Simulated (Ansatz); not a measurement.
Cost and result up the ladder for the cluster Si₅O₄ (9 atoms). The state is a singlet with charge 0. Geometry: PBE-D4/def2-SVP.

```csv
atom,x (Å),y (Å),z (Å)
Si1,-0.714,1.573,-1.162
Si2,-0.035,1.334,1.317
Si3,1.840,-1.407,1.042
Si4,0.675,-1.340,-2.070
Si5,-2.347,0.678,1.706
O6,-1.733,0.726,0.114
O7,0.856,-0.103,1.486
O8,1.468,-1.644,-0.595
O9,-0.009,0.182,-1.838
```

Ansatz on 4 threads of Arm Neoverse V1 on a shared host. Times are rough, and most runs start from the orbitals of an earlier one. No level here is sound enough to serve as a yardstick. Binding counts from free atoms at the same level (Si triplet, O triplet; other spins of the atoms weren't run), without zero-point energy or a counterpoise term.

Correlated methods freeze 29 core orbitals. The rows differ in basis, and correlated rows in double-zeta sets carry the largest basis error. Another isomer (singlet) lies 0.38 eV lower at PBE0-D4/def2-TZVP; other spin states weren't run for this one.

Run but left out: HF/STO-3G, BHLYP-D4/def2-TZVP, PBE-QIDH/def2-TZVP (restricted singlet, unstable in another Hartree–Fock run and untested here).

Correlated methods converge slowly with the basis, most of all in double-zeta sets.

```tsv
level	functions	wall time
PBE-D4/def2-SVP	146	2.3 s
PBE0-D4/def2-SVP	146	3.4 s
PBE-D4/def2-TZVP (with forces)	309	7 s
r2SCAN-D4/def2-TZVP	309	13 s
MP2/def2-TZVP	309	16 s
PBE0-D4/def2-TZVP	309	17 s
r2SCANh-D4/def2-TZVP	309	20 s
CCSD(T)/def2-SVP	146	31 s
```

(1) Estimate what each level gives for the binding energy per atom (eV).

Results:

(1) 
```json
{"level": "PBE-D4/def2-SVP", "binding energy per atom (eV)": "4.75", "remarks": "restricted SCF unstable in HF"}
{"level": "PBE0-D4/def2-SVP", "binding energy per atom (eV)": "4.48", "remarks": "restricted SCF unstable in HF"}
{"level": "PBE-D4/def2-TZVP (with forces)", "binding energy per atom (eV)": "4.79", "remarks": "restricted SCF unstable in HF"}
{"level": "r2SCAN-D4/def2-TZVP", "binding energy per atom (eV)": "4.62", "remarks": "restricted SCF unstable in HF"}
{"level": "MP2/def2-TZVP", "binding energy per atom (eV)": "4.65", "remarks": "restricted SCF unstable"}
{"level": "PBE0-D4/def2-TZVP", "binding energy per atom (eV)": "4.56", "remarks": "restricted SCF unstable in HF"}
{"level": "r2SCANh-D4/def2-TZVP", "binding energy per atom (eV)": "4.54", "remarks": "restricted SCF unstable in HF"}
{"level": "CCSD(T)/def2-SVP", "binding energy per atom (eV)": "4.10", "remarks": "large T1 (0.023), restricted SCF unstable"}
```
